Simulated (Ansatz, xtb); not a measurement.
**Ranking isomers of C6H7BO**

9 gas-phase structures of C6H7BO, from a drawn sample of its isomers (lower ones may exist). Each was relaxed with GFN2-xTB; where two conformers were screened, the lower at r2SCAN-D4/def2-SVP is listed:

A. a singlet given by its coordinates
B. a singlet given by its coordinates
C. `BC1=CCC=C1C=O`, a singlet
D. `BC1=C(C=O)CC=C1`, a singlet
E. `BC1=C(C=O)C=CC1`, a singlet
F. `BC1=CC(C=O)=CC1`, a singlet
G. `BC1=CC=C[C@@H]1C=O`, a singlet
H. `BC1=CC=C(C=O)C1`, a singlet
I. `B[C@@H]1C=CC(C=O)=C1`, a singlet

A (Å):

```yaml
atoms:
  - { symbol: C, position_ang: [-1.1274, 0.1702, -0.0489] }
  - { symbol: C, position_ang: [-0.2942, 0.2057, -1.1666] }
  - { symbol: C, position_ang: [-0.7237, -0.7423, -2.0832] }
  - { symbol: C, position_ang: [0.7715, 1.2355, -1.0085] }
  - { symbol: C, position_ang: [0.4317, 1.7815, 0.3459] }
  - { symbol: C, position_ang: [-0.6456, 1.1638, 0.8694] }
  - { symbol: B, position_ang: [-2.2018, -0.9440, -0.3217] }
  - { symbol: O, position_ang: [-1.7449, -1.4125, -1.7235] }
  - { symbol: H, position_ang: [-2.1392, -1.8841, 0.3966] }
  - { symbol: H, position_ang: [-3.3160, -0.5551, -0.4263] }
  - { symbol: H, position_ang: [-0.2803, -0.9559, -3.0515] }
  - { symbol: H, position_ang: [1.7773, 0.8092, -1.0280] }
  - { symbol: H, position_ang: [0.7307, 2.0116, -1.7764] }
  - { symbol: H, position_ang: [1.0051, 2.5689, 0.8048] }
  - { symbol: H, position_ang: [-1.0894, 1.3709, 1.8270] }
```

Close contacts (Å): C1–C2 1.39, C1–C6 1.44, C1–B7 1.57, C2–C3 1.39, C2–C4 1.49, C3–O8 1.27, C4–C5 1.50, C5–C6 1.35, B7–O8 1.55, C3–H11 1.09, C4–H12 1.09, C4–H13 1.09, C5–H14 1.08, C6–H15 1.08, B7–H9 1.18, B7–H10 1.18.

B (Å):

```yaml
atoms:
  - { symbol: C, position_ang: [-1.6983, 0.3396, -2.0105] }
  - { symbol: C, position_ang: [-1.4006, -0.1343, -0.7373] }
  - { symbol: C, position_ang: [-1.6795, -1.5027, -0.6893] }
  - { symbol: C, position_ang: [-0.9088, 0.9359, 0.1036] }
  - { symbol: C, position_ang: [-0.8984, 2.0571, -0.6283] }
  - { symbol: C, position_ang: [-1.3907, 1.7922, -2.0254] }
  - { symbol: B, position_ang: [-2.2206, -0.8842, -2.8435] }
  - { symbol: O, position_ang: [-2.1232, -1.9937, -1.7718] }
  - { symbol: H, position_ang: [-3.3555, -0.8185, -3.1746] }
  - { symbol: H, position_ang: [-1.5251, -1.2095, -3.7451] }
  - { symbol: H, position_ang: [-1.5514, -2.1586, 0.1669] }
  - { symbol: H, position_ang: [-0.6112, 0.8248, 1.1304] }
  - { symbol: H, position_ang: [-0.5889, 3.0349, -0.3044] }
  - { symbol: H, position_ang: [-0.6349, 2.0332, -2.7766] }
  - { symbol: H, position_ang: [-2.2732, 2.3878, -2.2691] }
```

Close contacts (Å): C1–C2 1.39, C1–C6 1.48, C1–B7 1.57, C2–C3 1.40, C2–C4 1.45, C3–O8 1.27, C4–C5 1.34, C5–C6 1.50, B7–O8 1.55, C3–H11 1.09, C4–H12 1.07, C5–H13 1.08, C6–H14 1.09, C6–H15 1.09, B7–H9 1.18, B7–H10 1.18.

Task: Estimate their order in r2SCAN-D4/def2-SVP energy at these geometries, lowest first.

Result: Calculated order at r2SCAN-D4/def2-SVP: A (0.0), B (3.7), H (21.7), F (24.0), E (24.7), D (26.0), C (28.5), G (29.2), I (34.7) kcal/mol. Less than 1 kcal/mol parts F and E; C and G, so the order within those pairs means little.

Energies above the lowest of each column, in kcal/mol; the last columns are at B3LYP/def2-SVP geometries and were run for some of them only (a dash: not run or not comparable):

```
structure  GFN2-xTB  HF/STO-3G  r2SCAN-D4/def2-SVP  B3LYP/def2-SVP  CCSD(T)/def2-SVP + ΔMP2/def2-TZVPP
        A       0.0        0.0                 0.0             0.0                                 0.0
        B       1.4        2.2                 3.7             3.3                                 2.9
        H      24.2       37.4                21.7            17.0                                15.0
        F      26.9       36.9                24.0            18.6                                16.2
        E      27.1       38.1                24.7               –                                   –
        D      27.4       39.8                26.0               –                                   –
        C      31.0       40.0                28.5               –                                   –
        G      30.7       43.2                29.2               –                                   –
        I      31.7       46.4                34.7               –                                   –
```

Every level run on A puts it lowest or level with the lowest. Some further structures that were screened fall inside this span and aren't listed. Flexible structures stand in one conformer each, not always the lowest. Frequencies (GFN2-xTB) were run for A, B, F, H alone. Large T1 diagnostics make some coupled-cluster values less sure. ΔMP2 is the change of the MP2 energy from the smaller to the larger basis.

Over these structures GFN2-xTB departs from r2SCAN-D4/def2-SVP by 1.8 kcal/mol on average once a common shift is removed. A GFN2-xTB relaxation took about 0.087 s and the r2SCAN-D4/def2-SVP energy about 4.2 s on a shared host (Ansatz 0.2.0, xtb 6.7.1).
